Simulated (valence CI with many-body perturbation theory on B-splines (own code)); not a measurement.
The numbers below are computed, except where a source is named.
# A CI+MBPT run for Sn¹⁷⁺

Level of theory: relativistic CI+MBPT: five valence electrons over a frozen Dirac-Fock core [Ar] 3d10, radial functions for each j: 6 s, 6 p, 5 d, 3 f, 1 g, with the one-electron correlation potential Σ1 (screened to all orders), the two-electron term Σ2, the three-electron term Σ3, Breit, model QED; selected single and double excitations, second order for the rest, scaled by the run's own slope (own B-spline code, finite nucleus).

Command, and the settings that its task file holds:

```sh
python run_cv.py task.json out
```

```
atom Sn  Z=50  mass_number=120  rms_radius_fm=4.6519
core [Ar] 3d10
valence 4s2 4p3
avg = 1
basis = S
breit = 1
cap = 10000
capref = 1200
cscale = 1
de = 0.0
dress = 0
eps = 2e-08
extrap = 1
h = 0.2
hh = 1
l2 = 3
lcore = 6
maxit = 60
n2 = 5
natural = 1
nlev = 21
nno = [3, 3, 3, 2, 1]
nroot = 26
nsp = [3, 3, 2, 1, 0]
pt2 = 1
qed = 1
rpa = 1
s1 = 1
s2 = 1
s3 = 1
screen = 1
tol = 2e-05
whole = 1
```

It took 58 s on 1 thread of Arm Neoverse V1, with other jobs on the host.

Log. The first blocks belong to the next ion, which gives the ionisation energy. Fields: 2J, parity (1 odd), roots, reference size, generating configurations, candidates as configurations/state functions, variational space P, stored matrix elements, Davidson steps; e2 is the range of second-order energies in hartree. The first line gives the box (bohr), its intervals, the orbitals and the steps of their self-consistent field. Window is the range of levels sought, series limit the energy at which the first omitted orbital would enter, core excitation an estimate of the first excitation out of the core, left out the lowest levels not solved, and shifts from estimates the range by which levels moved from their first estimate, all in cm⁻¹.

```
rmax 6.4 intervals 75 orbitals 36 references ['4s2 4p3', '4s 4p4', '4s2 4p2 4d', '4p5', '4s 4p3 4d'] scf 6 t 1.7
2J=0 par=0 roots 2 ref 27 generators 8 cand 693/960 P 716/987 nnz 0 it 0
2J=0 par=0 roots 2 ref 27 generators 18 cand 1529/2420 P 2245/3407 nnz 8.2e+05 it 5
   second order: generators 36 cand 7528/14089 e2 -0.00002 -0.00002
reference levels 437, estimated 48, window 676783 1/cm; series limit 2218122, core excitation 3657870
2J=3 par=1 roots 4 ref 39 generators 18 cand 266/934 P 922/3455 nnz 1.4e+06 it 5
2J=3 par=1 roots 4 ref 39 generators 33 cand 1129/6409 P 2051/9864 nnz 8.9e+06 it 8
   second order: generators 67 cand 20758/279689 e2 -0.00188 -0.00027
2J=5 par=1 roots 2 ref 39 generators 10 cand 171/983 P 761/3460 nnz 1.6e+06 it 5
2J=5 par=1 roots 2 ref 39 generators 26 cand 1002/6516 P 1763/9976 nnz 9.5e+06 it 10
   second order: generators 52 cand 20118/342772 e2 -0.00263 -0.00066
2J=1 par=1 roots 2 ref 24 generators 11 cand 299/964 P 1196/3454 nnz 1.3e+06 it 4
2J=1 par=1 roots 2 ref 24 generators 25 cand 1507/6539 P 2703/9993 nnz 7.4e+06 it 9
   second order: generators 45 cand 18097/146293 e2 -0.00065 -0.00025
2J=5 par=0 roots 6 ref 71 generators 20 cand 190/1023 P 736/3593 nnz 1.7e+06 it 10
2J=5 par=0 roots 6 ref 71 generators 41 cand 1084/6344 P 1820/9937 nnz 9.2e+06 it 10
   second order: generators 79 cand 23411/405195 e2 -0.00366 -0.00132
2J=3 par=0 roots 7 ref 69 generators 21 cand 204/980 P 802/3452 nnz 1.4e+06 it 10
2J=3 par=0 roots 7 ref 69 generators 41 cand 1146/6384 P 1948/9836 nnz 8.2e+06 it 8
   second order: generators 71 cand 22172/315424 e2 -0.00351 -0.00106
2J=1 par=0 roots 5 ref 45 generators 19 cand 325/1015 P 1197/3564 nnz 1.3e+06 it 7
2J=1 par=0 roots 5 ref 45 generators 35 cand 1544/6429 P 2741/9993 nnz 7.5e+06 it 8
   second order: generators 61 cand 19547/160499 e2 -0.00121 -0.00030
2J=7 par=0 roots 4 ref 51 generators 18 cand 229/986 P 734/3511 nnz 1.6e+06 it 5
2J=7 par=0 roots 4 ref 51 generators 32 cand 948/6469 P 1682/9980 nnz 9.5e+06 it 8
   second order: generators 61 cand 21117/400560 e2 -0.00267 -0.00247
2J=9 par=0 roots 2 ref 31 generators 11 cand 265/1101 P 914/3737 nnz 1.7e+06 it 5
2J=9 par=0 roots 2 ref 31 generators 29 cand 838/6261 P 1752/9998 nnz 1e+07 it 6
   second order: generators 48 cand 18701/349960 e2 -0.00168 -0.00159
left out: unestimated 976382, estimated 741181, shifts from estimates -9 to 45
operators 3.1
```

The Davidson iterations converged.

No measured levels were compared; by estimate levels hold to about 250 cm⁻¹ or 0.2 % of their energy and the worst to 1 %, as in measured heavy ions of charge 2 to 7; those with d or f electrons hold less well. Among the levels kept, up to 800 cm⁻¹ of a level comes from second order outside the variational space, and about a tenth of that is noise between levels of different J, which matters for small intervals.

- Valence energy: -101.6629 hartree
- Ionisation energy: 467.95 eV (NIST: 466 ± 3 eV (theoretical))
- Reference configurations for the orbitals: 4s2 4p3, 4s 4p4, 4s2 4p2 4d, 4p5, 4s 4p3 4d
- Radial orbitals: 36
- Box radius: 6.367 bohr
- Largest variational space: 9998
- Lowest levels: (4s^2 4p1/2^2 4p3/2) J=3/2 0.000, (4s^2 4p1/2 4p3/2^2) J=3/2 8.165, (4s^2 4p1/2 4p3/2^2) J=5/2 10.697, (4s^2 4p1/2 4p3/2^2) J=1/2 14.278, (4s^2 4p3/2^3) J=3/2 22.232, (4s 4p1/2^2 4p3/2^2) J=5/2 49.476, (4s 4p1/2^2 4p3/2^2) J=3/2 54.980, (4s 4p1/2^2 4p3/2^2) J=1/2 55.651, (4s 4p1/2 4p3/2^3) J=3/2 [a] 61.591, (4s 4p1/2 4p3/2^3) J=5/2 64.216, (4s 4p1/2 4p3/2^3) J=1/2 69.080, (4s 4p1/2 4p3/2^3) J=3/2 [b] 70.094, (4s^2 4p1/2^2 4d3/2) J=3/2 72.364, (4s^2 4p1/2^2 4d5/2) J=5/2 74.878 eV

Levels are named by their leading jj configuration (3d3/2^4 stands for four electrons in 3d with j = 3/2), which in mixed levels can hold well under half, so a name can repeat and another be missing. Letters in brackets count levels of one name in rising energy.
